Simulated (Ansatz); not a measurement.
Consider the substitution at a C–C bond: `NC/C(F)=N/[SiH3]` + H–F → `FC(F)=N[SiH3]` + CH₃NH₂.

Calculated with Ansatz (gas phase, PBE0-D4/def2-TZVP geometries, no zero-point term in ΔE). CBS: MP2 limit from def2 TZ/QZ plus the TZ coupled-cluster correction, frozen cores. This one scheme is used for every species. DFT in def2-TZVPP. B3LYP here is the variant with VWN-RPA as its local correlation; programs differ in this. One conformer a species, not always the lowest.

```tsv
level	ΔE (kcal/mol)	difference from CCSD(T)/CBS
r2SCAN-D4	8.1	-4.3
PBE0-D4	9.4	-3.0
B3LYP-D4	9.0	-3.4
ωB97X-V	8.4	-4.0
ωB97M-V	9.0	-3.4
B2PLYP	8.7	-3.7
PBE0	8.0	-4.4
B3LYP	6.7	-5.7
MP2/def2-TZVPP	12.3	-0.1
CCSD/def2-TZVPP	10.3	-2.1
CCSD(T)/def2-TZVPP	11.0	-1.4
HF/def2-QZVPP	5.3	-7.1
SCS-MP2/def2-QZVPP	11.4	-1.0
HF/CBS(def2)	5.3	-7.1
MP2/CBS(def2)	13.8	1.4
CCSD/CBS(def2)	11.8	-0.6
CCSD(T)/CBS	12.4	0
```

Largest T1 diagnostic among the species: 0.013.

The D4 term adds +2.3 kcal/mol with B3LYP and +1.3 kcal/mol with PBE0; it sums over pairs of atoms, weighted by their polarisabilities, and B3LYP, whose exchange is more repulsive, gets the larger term. In def2-TZVPP, CCSD(T) changes the Hartree–Fock value by +5.5 kcal/mol (the triples alone add +0.7 kcal/mol) and MP2 by +6.9 kcal/mol.
